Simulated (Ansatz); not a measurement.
The cluster Hg₃O₂. Total charge 0; singlet. Geometry PBE-D4/def2-SVP.

```csv
atom,x (Å),y (Å),z (Å)
Hg1,-0.949,-1.908,2.708
Hg2,0.644,1.289,-1.831
Hg3,-0.168,-0.333,0.475
O4,-0.990,1.500,-0.387
O5,1.464,-0.548,-0.965
```

In the def2 sets Hg takes a core potential; there is no spin–orbit coupling. B3LYP takes the VWN-RPA correlation. HSE06 is defined as in plane-wave codes, on full-range PBE exchange. The restricted singlet is unstable towards broken spin symmetry in Hartree–Fock (as tested in another run); at PBE-D4/def2-TZVP, r2SCAN-D4/def2-TZVP, B3LYP-D4/def2-TZVP, HSE06-D4/def2-TZVP and others this wasn't settled. Another isomer (singlet) lies 1.88 eV lower at PBE0-D4/def2-TZVP; other spin states weren't run for this one.

(1) Estimate the orbital energies around the gap (eV) in Ansatz with PBE-D4/def2-TZVP, r2SCAN-D4/def2-TZVP, B3LYP-D4/def2-TZVP, HSE06-D4/def2-TZVP, CAM-B3LYP-D4/def2-TZVP.

Answers

(1) 
```tsv
orbital	PBE-D4/def2-TZVP	r2SCAN-D4/def2-TZVP	B3LYP-D4/def2-TZVP	HSE06-D4/def2-TZVP	CAM-B3LYP-D4/def2-TZVP
HOMO−13	-11.05	-11.45	-12.54	-12.46	-14.34
HOMO−12	-10.92	-11.33	-12.44	-12.35	-14.28
HOMO−11	-10.89	-11.32	-12.41	-12.33	-14.20
HOMO−10	-10.67	-11.09	-12.18	-12.11	-14.02
HOMO−9	-10.65	-11.07	-12.16	-12.08	-13.98
HOMO−8	-10.60	-11.04	-12.14	-12.06	-13.95
HOMO−7	-10.49	-10.90	-11.98	-11.89	-13.78
HOMO−6	-8.86	-9.07	-9.72	-9.45	-11.22
HOMO−5	-8.09	-8.24	-8.94	-8.71	-10.41
HOMO−4	-7.31	-7.46	-8.03	-7.75	-9.28
HOMO−3	-6.22	-6.31	-6.94	-6.68	-8.49
HOMO−2	-5.73	-5.97	-6.92	-6.66	-8.28
HOMO−1	-5.25	-5.48	-6.43	-6.19	-7.95
HOMO	-5.24	-5.35	-6.02	-5.72	-7.32
LUMO	-4.67	-4.63	-4.25	-4.32	-3.20
LUMO+1	-3.83	-3.74	-3.27	-3.35	-2.07
LUMO+2	-2.14	-1.87	-1.83	-1.90	-0.91
LUMO+3	-1.89	-1.60	-1.57	-1.64	-0.66
LUMO+4	-0.59	-0.25	-0.21	-0.24	0.76
LUMO+5	-0.55	-0.14	-0.06	-0.11	0.89
```
